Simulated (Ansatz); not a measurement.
C$_{2}$H$_{7}$Cl$_{2}$NSi$_{2}$, SMILES `C=C[SiH2]N[SiH](Cl)Cl` at its PBE0-D4/def2-TZVP geometry, where that method's forces vanish. Charge 0, multiplicity 1.

| atom | x (Å) | y (Å) | z (Å) |
| --- | --- | --- | --- |
| C1 | 2.054 | -0.148 | -0.461 |
| C2 | 1.686 | 0.591 | 0.581 |
| Si3 | -0.010 | 0.537 | 1.329 |
| N4 | -1.076 | -0.542 | 0.473 |
| Si5 | -1.849 | -0.382 | -1.029 |
| Cl6 | -1.193 | -1.799 | -2.362 |
| Cl7 | -1.415 | 1.472 | -1.756 |
| H8 | 1.369 | -0.842 | -0.940 |
| H9 | 3.053 | -0.093 | -0.884 |
| H10 | 2.418 | 1.272 | 1.016 |
| H11 | 0.058 | 0.015 | 2.721 |
| H12 | -0.588 | 1.904 | 1.364 |
| H13 | -1.195 | -1.443 | 0.917 |
| H14 | -3.312 | -0.542 | -0.970 |

(1) For each bond, give half the difference of the two atoms' forces along it (eV/Å; positive pushes the atoms apart) under PBE-D4, r2SCAN-D4, B3LYP-D4, ωB97M-V in def2-TZVPP. (Best estimate.)

Answers

(1) Ansatz gave: 
```json
{"bond": "C1–C2", "length (Å)": "1.330", "PBE-D4": "0.37", "r2SCAN-D4": "0.21", "B3LYP-D4": "0.12", "ωB97M-V": "0.02"}
{"bond": "C1–H8", "length (Å)": "1.086", "PBE-D4": "0.03", "r2SCAN-D4": "-0.04", "B3LYP-D4": "-0.09", "ωB97M-V": "-0.04"}
{"bond": "C1–H9", "length (Å)": "1.086", "PBE-D4": "0.02", "r2SCAN-D4": "-0.07", "B3LYP-D4": "-0.08", "ωB97M-V": "-0.06"}
{"bond": "C2–Si3", "length (Å)": "1.855", "PBE-D4": "-0.16", "r2SCAN-D4": "-0.06", "B3LYP-D4": "0.06", "ωB97M-V": "0.08"}
{"bond": "C2–H10", "length (Å)": "1.090", "PBE-D4": "0.05", "r2SCAN-D4": "-0.03", "B3LYP-D4": "-0.08", "ωB97M-V": "-0.07"}
{"bond": "Si3–N4", "length (Å)": "1.742", "PBE-D4": "0.06", "r2SCAN-D4": "0.01", "B3LYP-D4": "0.10", "ωB97M-V": "0.09"}
{"bond": "Si3–H11", "length (Å)": "1.488", "PBE-D4": "0.06", "r2SCAN-D4": "-0.03", "B3LYP-D4": "-0.13", "ωB97M-V": "-0.15"}
{"bond": "Si3–H12", "length (Å)": "1.484", "PBE-D4": "0.05", "r2SCAN-D4": "-0.02", "B3LYP-D4": "-0.11", "ωB97M-V": "-0.15"}
{"bond": "N4–Si5", "length (Å)": "1.696", "PBE-D4": "0.11", "r2SCAN-D4": "0.02", "B3LYP-D4": "0.03", "ωB97M-V": "0.05"}
{"bond": "N4–H13", "length (Å)": "1.012", "PBE-D4": "0.17", "r2SCAN-D4": "0.02", "B3LYP-D4": "-0.04", "ωB97M-V": "-0.03"}
{"bond": "Si5–Cl6", "length (Å)": "2.053", "PBE-D4": "0.15", "r2SCAN-D4": "0.05", "B3LYP-D4": "0.17", "ωB97M-V": "0.05"}
{"bond": "Si5–Cl7", "length (Å)": "2.038", "PBE-D4": "0.16", "r2SCAN-D4": "0.06", "B3LYP-D4": "0.20", "ωB97M-V": "0.08"}
{"bond": "Si5–H14", "length (Å)": "1.474", "PBE-D4": "0.02", "r2SCAN-D4": "-0.06", "B3LYP-D4": "-0.19", "ωB97M-V": "-0.22"}
```

B3LYP here is the variant with VWN-RPA as its local correlation; programs differ in this.
